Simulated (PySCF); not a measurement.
# Cost of excited-state runs on `c1(C=O)cc(N)[s+]cc1`, [C₆H₆NOS]+, charge +1

Bonds (- single, = double, # triple, : aromatic): N1-C2 1.330 Å, C2:C3 1.417 Å, C3:C4 1.376 Å, C4-C5 1.508 Å, C5=O6 1.196 Å, C4:C7 1.420 Å, C7:C8 1.359 Å, C8:S9 1.712 Å, S9:C2 1.726 Å. N1 carries H10, H11; C3 carries H12; C5 carries H13; C7 carries H14; C8 carries H15. Formal charges: S9 +1.

Total charge +1.

PySCF with density fitting, on 1 thread of an Arm Neoverse V2, shared host. Command: `OMP_NUM_THREADS=1 python excited_run.py task.json out`

**Question.** How long does each of these runs take, and how much memory?
- excited-state relaxation, PBE0/def2-SV(P); state S1; TDA; grid level 1
- excited-state relaxation, PBE0/def2-SV(P); state T1; UKS; grid level 1

**Answer.** 
```
                     run            level  basis functions  wall time  peak memory (GiB)
excited-state relaxation  PBE0/def2-SV(P)              142    2.6 min                  1
excited-state relaxation  PBE0/def2-SV(P)              142      110 s                0.8
```
Times from a shared host are rough.
